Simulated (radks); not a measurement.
Question: Neutral ytterbium, 70 electrons, occupied as [Xe] 4f14 6s1.5 6p0.5 (fractional occupations, a model configuration). All-electron calculation, scalar-relativistic Kohn-Sham, LDA (Slater exchange, Perdew-Wang correlation), spin-unpolarised, spherical densities, finite nucleus; Fermi nuclear charge, rms radius 5.3108 fm. Program: a radial shooting solver on a logarithmic mesh with Libxc functionals. Some entries of the table are withheld. Estimate them.

orbital,occ.,eigenvalue (Ry),<r> (bohr),r(max) (bohr)
1s,2,-4496.216,0.01968,(1)
2s,2,-761.9490,0.08340,0.07064
2p,6,-671.9605,0.07417,0.05757
3s,2,-171.7488,0.2170,(2)
3p,6,-144.6111,0.2164,0.1967
3d,10,-111.4635,0.1962,0.1602
4s,2,-33.78995,0.4882,0.4552
4p,6,-24.87445,0.5185,0.4764
4d,10,-13.12759,0.5603,0.4909
5s,2,-4.11135,1.208,1.070
5p,6,-2.09001,1.451,1.232
6s,1.5,-0.33615,3.815,3.181
4f,14,-0.29947,0.7895,(3)
6p,0.5,(4),5.623,4.577
5d,0,-0.10359,3.451,2.071
7s,0,-0.02486,11.42,9.711

Answer: 
(1) 1s r(max) (bohr): 0.01238
(2) 3s r(max) (bohr): 0.1996
(3) 4f r(max) (bohr): 0.4824
(4) 6p eigenvalue (Ry): -0.11337
